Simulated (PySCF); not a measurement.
C4H9NSi, SMILES N(C)=C1C[SiH2]C1.

The structure is a stationary point at ωB97X-D3(BJ)/def2-SVP. The structure was generated by enumeration, and PubChem lists no compound with its InChIKey, so it may never have been made.

All values below come from TDA-CAM-B3LYP/def2-SVPD (PySCF 2.14.0).

Vertical excitations. Isolated molecule, no solvent.

| state | energy (eV) | λ (nm) | f | main pairs |
|---|---|---|---|---|
| S1 | 5.05 | 245 | 0.003 | HOMO→LUMO 79 % |
| S2 | 6.69 | 185 | 0.032 | HOMO→LUMO+1 48 %, HOMO→LUMO+2 21 %, HOMO→LUMO+3 14 %, HOMO→LUMO 12 % |
| S3 | 6.96 | 178 | 0.023 | HOMO→LUMO+1 30 %, HOMO−1→LUMO 29 %, HOMO→LUMO+2 24 %, HOMO→LUMO+3 6 % |
| S4 | 7.20 | 172 | 0.025 | HOMO−2→LUMO 74 % |
| S5 | 7.32 | 169 | 0.238 | HOMO−1→LUMO 41 %, HOMO→LUMO+2 15 %, HOMO−2→LUMO 12 %, HOMO→LUMO+1 8 % |
| S6 | 7.45 | 166 | 0.048 | HOMO−1→LUMO+1 81 % |
| S7 | 7.60 | 163 | 0.005 | HOMO→LUMO+3 33 %, HOMO−1→LUMO+2 22 %, HOMO→LUMO+4 14 %, HOMO−1→LUMO+3 8 % |
| S8 | 7.67 | 162 | 0.041 | HOMO−1→LUMO+2 43 %, HOMO→LUMO+3 14 %, HOMO−3→LUMO 8 %, HOMO→LUMO+4 7 % |
| S9 | 7.83 | 158 | 0.004 | HOMO→LUMO+4 53 %, HOMO→LUMO+3 12 %, HOMO→LUMO+2 11 % |
| S10 | 7.97 | 156 | 0.176 | HOMO−2→LUMO+1 46 %, HOMO−3→LUMO 21 % |
| T1 | 4.31 | 287 | 0 | HOMO→LUMO 75 % |
| T2 | 4.71 | 263 | 0 | HOMO−1→LUMO 68 % |
| T3 | 6.55 | 189 | 0 | HOMO→LUMO+1 63 %, HOMO→LUMO 10 % |
| T4 | 6.75 | 184 | 0 | HOMO→LUMO+2 43 %, HOMO→LUMO+3 16 %, HOMO−2→LUMO+1 14 %, HOMO→LUMO+1 12 % |
Triplets are in the Tamm–Dancoff approximation.
